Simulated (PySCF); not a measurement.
## Relaxation of doublet YI₂

Computed with UPBE0/[Y def2-TZVP with ECP28, I def2-TZVP with ECP28], scalar-relativistic core potentials, density fitting, no spin–orbit coupling, PySCF. A (50,194) grid was used.

A hand-made linear start, of D∞h symmetry, held to at least that symmetry:

```xyz
3
charge 0 multiplicity 2, angstrom
Y     0.0000    0.0000    0.0000
I     0.0000    0.0000    2.9600
I     0.0000    0.0000   -2.9600
```

At each step, columns x, y, z (Å) and Fx, Fy, Fz (eV/Å):

```
step 0  E − E(last) = 16.49 kJ/mol
Y    0.000   0.000   0.000   0.000   0.000   0.000
I    0.000   0.000   2.960   0.000   0.000  -1.062
I    0.000   0.000  -2.960   0.000   0.000   1.062
step 1  E − E(last) = 5.20 kJ/mol
Y    0.000   0.000   0.000   0.000   0.000   0.000
I    0.000   0.000   2.892   0.000   0.000  -0.646
I    0.000   0.000  -2.892   0.000   0.000   0.646
step 2  E − E(last) = 0.26 kJ/mol
Y    0.000   0.000   0.000   0.000   0.000   0.000
I    0.000   0.000   2.795   0.000   0.000   0.156
I    0.000   0.000  -2.795   0.000   0.000  -0.156
step 3  E − E(last) = 0.00 kJ/mol
Y    0.000   0.000   0.000   0.000   0.000   0.000
I    0.000   0.000   2.814   0.000   0.000  -0.016
I    0.000   0.000  -2.814   0.000   0.000   0.016
step 4  E − E(last) = 0.00 kJ/mol
Y    0.000   0.000   0.000   0.000   0.000   0.000
I    0.000   0.000   2.812   0.000   0.000   0.000
I    0.000   0.000  -2.812   0.000   0.000   0.000
```

It ends at D∞h with Y–I 2.811 Å (×2); I–Y–I 180.0° (after a last refinement on a finer grid). A frequency run shows a minimum. Other isomers or separated fragments may lie lower.

Open d and f shells are described by one determinant, and the ground state may have another occupation or spin. Spin–orbit coupling, left out here, can matter for elements this heavy.

The relaxation took of the order of 4 core-minutes on a shared host.
